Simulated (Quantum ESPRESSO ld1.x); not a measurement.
All-electron atom: F II in [He] 2s2 2p3 3d1 (not the ground configuration).

Method: Dirac Kohn-Sham, BP86, spin-unpolarised, spherical densities, point nucleus; open shells fill j = l - 1/2 first; computed with ld1.x of Quantum ESPRESSO 7.5.

Energy parts (hartree):
| part | energy |
|---|---|
| total | -97.942 |
| kinetic | 97.940 |
| electron-nucleus | -225.967 |
| Hartree | 39.357 |
| exchange-correlation | -9.272 |

Orbitals (lengths in bohr, moments of r in powers of bohr):
orbital  occ.  eigenvalue (hartree)     <r>     <r^4>   <1/r>
1s1/2       2              -25.8889  0.1761  0.004578   8.639
2s1/2       2              -2.26740  0.9186     1.870   1.585
2p1/2       2              -1.57146  0.8967     2.260   1.474
2p3/2       1              -1.56827  0.8981     2.272   1.471
3s1/2       0              -0.40165   3.256     235.5  0.4170
3p1/2       0              -0.28897   3.831     460.5  0.3469
3p3/2       0              -0.28873   3.834     461.8  0.3466
3d3/2       1              -0.16362   4.974      1352  0.2406
3d5/2       0              -0.16361   4.975      1352  0.2406

The highest occupied level is 3d3/2 at -4.452 eV. The configuration is held as typed, so some empty levels lie below it. The density falls to 0.001 e/bohr^3 at r = 4.12 bohr.
